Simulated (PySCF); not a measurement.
Ligands exchanged one at a time, Ge OCH3-I. Isolated molecules, 0 K electronic values unless said otherwise. One relaxed conformer stands for each flexible species; it need not be the lowest. Strings in code marks are SMILES.

The HOMO–LUMO gap from two functionals at the same geometries (PBE0-D3(BJ)/def2-SVP), both in PySCF: PBE-D3(BJ)/def2-TZVP and B3LYP-D3(BJ)/def2-TZVP. B3LYP has the VWN-RPA correlation part, as in Gaussian. 

| species | PBE-D3(BJ)/def2-TZVP (eV) |
|---|---|
| 0 of 4 OCH3 replaced by I (`[O](C)[Ge]([O]C)([O]C)[O]C`) | 5.62 |
| 1 of 4 OCH3 replaced by I (`C[O][Ge]([I])([O]C)[O]C`) | 4.65 |
| 2 of 4 OCH3 replaced by I | 3.67 |
| 3 of 4 OCH3 replaced by I (`[I][Ge]([I])([I])[O]C` (C–O–Ge–I torsion 180°)) | 2.99 |
| 4 of 4 OCH3 replaced by I | 2.53 |

Problem. What does B3LYP-D3(BJ)/def2-TZVP give for each?

Solution. 
- 0 of 4 OCH3 replaced by I (`[O](C)[Ge]([O]C)([O]C)[O]C`): 7.75
- 1 of 4 OCH3 replaced by I (`C[O][Ge]([I])([O]C)[O]C`): 6.28
- 2 of 4 OCH3 replaced by I: 5.12
- 3 of 4 OCH3 replaced by I (`[I][Ge]([I])([I])[O]C` (C–O–Ge–I torsion 180°)): 4.37
- 4 of 4 OCH3 replaced by I: 3.88
Over these rows, drawn at random from the members with no instability flagged (it was tested for open shells, ions and some series alone), PBE minus B3LYP-D3(BJ): mean -1.59 eV, from -2.13 eV to -1.34 eV.
